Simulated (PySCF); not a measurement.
C2H6O2Si, SMILES C[SiH2]C(=O)O.

The structure is a stationary point at B3LYP-D3(BJ)/def2-SVP. Other conformers were not sampled.

Calculation: TDA-ωB97X/def2-SVPD in PySCF.

Vertical excitations. The molecule is in vacuum.

```
state  energy (eV)  λ (nm)      f                                                                    main pairs
-----  -----------  ------  -----  ----------------------------------------------------------------------------
S1            5.18     239  0.004                                                                HOMO→LUMO 93 %
S2            7.83     158  0.100                          HOMO→LUMO+1 42 %, HOMO→LUMO+2 26 %, HOMO−2→LUMO 19 %
S3            8.01     155  0.021        HOMO→LUMO+1 39 %, HOMO→LUMO+2 20 %, HOMO−2→LUMO 18 %, HOMO→LUMO+3 10 %
S4            8.19     151  0.000                                            HOMO−1→LUMO 46 %, HOMO−4→LUMO 44 %
S5            8.53     145  0.004                                            HOMO−1→LUMO 49 %, HOMO−4→LUMO 36 %
S6            8.70     142  0.013                                            HOMO−3→LUMO 48 %, HOMO→LUMO+3 37 %
S7            8.78     141  0.193        HOMO−2→LUMO 31 %, HOMO→LUMO+3 26 %, HOMO→LUMO+2 17 %, HOMO−3→LUMO 14 %
S8            8.98     138  0.224        HOMO−3→LUMO 27 %, HOMO→LUMO+2 15 %, HOMO−2→LUMO 13 %, HOMO→LUMO+3 12 %
S9            9.05     137  0.004  HOMO−2→LUMO+2 39 %, HOMO−2→LUMO+1 33 %, HOMO−3→LUMO+2 9 %, HOMO−2→LUMO+4 8 %
S10           9.15     136  0.009  HOMO−3→LUMO+1 37 %, HOMO−3→LUMO+2 31 %, HOMO−3→LUMO+3 9 %, HOMO−3→LUMO+5 8 %
T1            4.50     276      0                                                                HOMO→LUMO 95 %
T2            5.88     211      0                                                              HOMO−2→LUMO 86 %
T3            7.53     165      0                                            HOMO−4→LUMO 73 %, HOMO−1→LUMO 12 %
T4            7.74     160      0                                            HOMO→LUMO+1 63 %, HOMO→LUMO+2 21 %
```
Triplets are in the Tamm–Dancoff approximation.
